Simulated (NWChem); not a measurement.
# CH4ClFSi; SMILES F[Si@@H](Cl)C

**Question.** Give the equilibrium geometry at PBE-D3(BJ)/def2-SVP (NWChem) as a Z-matrix, with the point group.

**Answer.** point group C1; any orientation.
```
Si
F 1 1.6362
H 1 1.4950 2 107.41
C 1 1.8616 3 114.31 2 121.44
H 4 1.1082 1 110.38 3 -179.46
H 4 1.1085 5 108.31 1 121.02
H 4 1.1090 5 108.58 6 117.62
Cl 1 2.0742 3 108.29 2 -115.99
```
